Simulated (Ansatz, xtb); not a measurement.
Relative energy of two isomers of C4H5F3OSi

Structure X is `C=C/C=C\O[Si](F)(F)F`, a singlet and structure Y is `C/C(=C\C=O)[Si](F)(F)F`, a singlet. Both are isolated molecules in the gas phase, relaxed with PBE0-D3(BJ)/def2-SVP; the shapes shown needn't be the lowest conformers.

X (Å):

```yaml
atoms:
  - { symbol: C, position_ang: [0.8357, 0.2692, -4.4996] }
  - { symbol: C, position_ang: [0.5240, -0.3515, -3.3528] }
  - { symbol: C, position_ang: [0.4084, 0.3189, -2.0723] }
  - { symbol: C, position_ang: [0.0989, -0.2816, -0.9155] }
  - { symbol: F, position_ang: [-1.7737, -3.4085, 0.2013] }
  - { symbol: F, position_ang: [-0.6261, -1.6660, 1.7484] }
  - { symbol: F, position_ang: [0.7430, -3.5903, 0.6884] }
  - { symbol: O, position_ang: [-0.1469, -1.6232, -0.8460] }
  - { symbol: Si, position_ang: [-0.4478, -2.5641, 0.4414] }
  - { symbol: H, position_ang: [0.9113, -0.2791, -5.4412] }
  - { symbol: H, position_ang: [1.0252, 1.3467, -4.5321] }
  - { symbol: H, position_ang: [0.3401, -1.4307, -3.3537] }
  - { symbol: H, position_ang: [0.5833, 1.3975, -2.0298] }
  - { symbol: H, position_ang: [0.0199, 0.2619, 0.0308] }
```

Y (Å):

```yaml
atoms:
  - { symbol: C, position_ang: [-1.3375, -1.3962, -0.5191] }
  - { symbol: C, position_ang: [-0.3961, -0.2506, -0.2897] }
  - { symbol: C, position_ang: [-0.6190, 1.0484, -0.5857] }
  - { symbol: C, position_ang: [-1.8423, 1.6024, -1.1983] }
  - { symbol: F, position_ang: [1.0436, -1.3457, 1.9137] }
  - { symbol: F, position_ang: [2.0503, -1.7083, -0.4218] }
  - { symbol: F, position_ang: [2.1408, 0.6441, 0.6647] }
  - { symbol: O, position_ang: [-1.9717, 2.7782, -1.4331] }
  - { symbol: Si, position_ang: [1.2336, -0.6611, 0.4764] }
  - { symbol: H, position_ang: [-1.5546, -1.9039, 0.4351] }
  - { symbol: H, position_ang: [-2.2906, -1.1014, -0.9742] }
  - { symbol: H, position_ang: [-0.8642, -2.1498, -1.1699] }
  - { symbol: H, position_ang: [0.1439, 1.8054, -0.3733] }
  - { symbol: H, position_ang: [-2.6581, 0.8793, -1.4401] }
```

**Question.** Estimate E(Y) − E(X) at the level CCSD(T)/def2-SVP + ΔMP2/def2-TZVPP.

**Answer.** Calculated at CCSD(T)/def2-SVP + ΔMP2/def2-TZVPP: E(Y) − E(X) = +0.754 eV, so structure X lies lower.

Level by level:

| level | geometry | E(Y) − E(X) (eV) | departure from the last row (eV) | job, with rough time for the two |
| --- | --- | --- | --- | --- |
| PBE0-D3(BJ)/def2-SVP | PBE0-D3(BJ)/def2-SVP | +0.441 | −0.313 | optimisation, 3.1 min |
| HF/def2-SVP | PBE0-D3(BJ)/def2-SVP | +0.656 | −0.098 | part of the CCSD(T) run |
| MP2/def2-SVP | PBE0-D3(BJ)/def2-SVP | +0.488 | −0.266 | part of the CCSD(T) run |
| CCSD(T)/def2-SVP | PBE0-D3(BJ)/def2-SVP | +0.512 | −0.243 | single point |
| CCSD(T)/def2-SVP + ΔMP2/def2-TZVPP | PBE0-D3(BJ)/def2-SVP | +0.754 |  | single point, 2.9 min |

As drawn, Y has 1 C–C, 1 C=O, 1 C–Si in place of 1 C=C, 1 C–O, 1 O–Si.

None of the levels shown reverses the order. The largest departure from CCSD(T)/def2-SVP + ΔMP2/def2-TZVPP is that of PBE0-D3(BJ)/def2-SVP, 0.313 eV. Levels run at GFN2-xTB geometries aren't shown. The last row adds to CCSD(T) the change of the MP2 difference between the two basis sets, here +0.243 eV, a large step that makes the value less sure.

With thermal terms from frequencies at re-optimised GFN2-xTB minima (ideal gas, soft modes damped towards free rotors, one conformer each, 298.15 K, 1 atm): on the last row, ΔE + ΔZPE = +0.736, ΔH = +0.749, ΔG = +0.721 eV.

The correlated steps freeze 13 core orbitals. Run with Ansatz 0.2.0, xtb 6.7.1; the last row on 4 threads of Arm Neoverse V1 on a shared host.
